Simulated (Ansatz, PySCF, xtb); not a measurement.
Dimer: HCl (SMILES Cl) (first 2 atoms) with Br2 (SMILES BrBr); geometry from B3LYP-D3(BJ)/def2-TZVP.
(charge 0, multiplicity 1):
```json
[
 {"atom": "Cl", "x (Å)": "-0.0871", "y (Å)": "-0.2578", "z (Å)": "0.0788"},
 {"atom": "H", "x (Å)": "0.9588", "y (Å)": "0.4857", "z (Å)": "0.0741"},
 {"atom": "Br", "x (Å)": "0.0022", "y (Å)": "0.1432", "z (Å)": "5.6232"},
 {"atom": "Br", "x (Å)": "-0.1102", "y (Å)": "-0.0775", "z (Å)": "3.3095"}
]
```

Interaction energies are E(AB) − E(A) − E(B) at the monomers' geometry in the complex; basis-set methods are counterpoise corrected. Rows marked so take none.

Frozen-core correlation. Filled d and f shells under p-block atoms count as core. CBS(a, b) extrapolates the correlation energy as X⁻³ and adds the Hartree–Fock energy of set b. Rows in 6-31G* carry no dispersion term and start afresh at each structure (6-31G* with six Cartesian d functions); the Pople sets are all-electron and without relativity.

Codes used: Ansatz (Gaussian basis) for Hartree–Fock, density functionals and correlated methods; PySCF for 6-31G* rows, the dispersion terms; xtb for the GFN methods. Each number belongs to the level named beside it.

```tsv
level	interaction energy (meV)
GFN1-xTB	-72.3
HF/6-31G*	35.8
BLYP-D3(BJ)/def2-TZVPPD	-109.4
BP86/6-31G* (no counterpoise)	-73.6
revPBE-D4/def2-TZVPPD	-99.8
B3LYP/def2-TZVPPD	-32.9
M06-2X/6-31G* (no counterpoise)	-101.7
SCS-MP2/def2-TZVPPD	-40.1
CCSD(T)/CBS(def2-TZVPPD, def2-QZVPPD)	(withheld)
```

Q: Some entries are withheld; supply them.

A: 
- CCSD(T)/CBS(def2-TZVPPD, def2-QZVPPD), interaction energy (meV): -76.6

Ansatz is a program for electronic structure.
